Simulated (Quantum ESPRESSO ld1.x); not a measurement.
Input (ld1.x (Quantum ESPRESSO 7.5)):

```
 &input
    zed=34.0,
    iswitch=1,
    rel=1,
    lsd=1,
    dft='PZ',
    config='[He] 2s2 2p0 3s0',
    verbosity='high',
    prefix='ld1',
    max_out_wfc=37,
    file_charge='ld1.rho',
 /
```

Command: `OMP_NUM_THREADS=1 ld1.x < ld1.in > ld1.out`

It prints:

```
     Program LD1 v.7.5 starts

     --------------------------- All-electron run ----------------------------

     scalar relativistic calculation

     atomic number is 34.00
     dft =PZ   lsd =1 sic =0 latt =0  beta=0.20 tr2=1.0E-14
     Exchange-correlation= PZ
                           (   1   1   0   0   0   0   0)
     mesh =2017 r(mesh) =  99.64755 a.u. xmin = -8.00 dx = 0.00800
     1 Ry =  13.60569312 eV, c = 137.03599908

     n l     nl                  e(Ry)          e(Ha)          e(eV)
     1 0     1S 1( 1.00)   -1086.098936800    -543.049468400 -14777.1288353
     2 0     2S 1( 1.00)    -253.527179502    -126.763589751  -3449.4130026
     2 1     2P 1( 0.00)    -245.395869008    -122.697934504  -3338.7808874
     3 0     3S 1( 0.00)    -108.214021573     -54.107010787  -1472.3267691
     1 0     1S 2( 1.00)   -1086.098936800    -543.049468400 -14777.1288353
     2 0     2S 2( 1.00)    -253.527179502    -126.763589751  -3449.4130026
     2 1     2P 2( 0.00)    -245.395869008    -122.697934504  -3338.7808874
     3 0     3S 2( 0.00)    -108.214021573     -54.107010787  -1472.3267691

     final scf error:  3.8E-16 reached in  10 iterations

     Etot =   -2824.429001 Ry,   -1412.214500 Ha,  -38428.314235 eV
     Total magnetization:    0.00 Bohr mag.

     Ekin =    2908.865428 Ry,    1454.432714 Ha,   39577.130353 eV
     Encl =   -5845.016782 Ry,   -2922.508391 Ha,  -79525.504628 eV
     Eh   =     161.540729 Ry,      80.770365 Ha,    2197.873589 eV
     Exc  =     -49.818377 Ry,     -24.909188 Ha,    -677.813548 eV

     normalization and overlap integrals

     s(1S/1S) =  1.000000  <r> =   0.0439  <r2> =    0.0026  r(max) =   0.0287
     s(1S/2S) = -0.006205
     s(1S/3S) = -0.003133
     s(2S/2S) =  1.000000  <r> =   0.1811  <r2> =    0.0384  r(max) =   0.1566
     s(2S/3S) = -0.002005
     s(2P/2P) =  1.000000  <r> =   0.1546  <r2> =    0.0288  r(max) =   0.1231
     s(3S/3S) =  1.000000  <r> =   0.4177  <r2> =    0.1984  r(max) =   0.4024
     s(1S/1S) =  1.000000  <r> =   0.0439  <r2> =    0.0026  r(max) =   0.0287
     s(1S/2S) = -0.006205
     s(1S/3S) = -0.003133
     s(2S/2S) =  1.000000  <r> =   0.1811  <r2> =    0.0384  r(max) =   0.1566
     s(2S/3S) = -0.002005
     s(2P/2P) =  1.000000  <r> =   0.1546  <r2> =    0.0288  r(max) =   0.1231
     s(3S/3S) =  1.000000  <r> =   0.4177  <r2> =    0.1984  r(max) =   0.4024

     ------------------------ End of All-electron run ------------------------
```

Run on one thread of a shared host, so times are rough (Intel(R) Xeon(R) Processor @ 2.60GHz): 0.53 s of CPU time, 0.55 s wall, 10 iterations on 2017 mesh points.
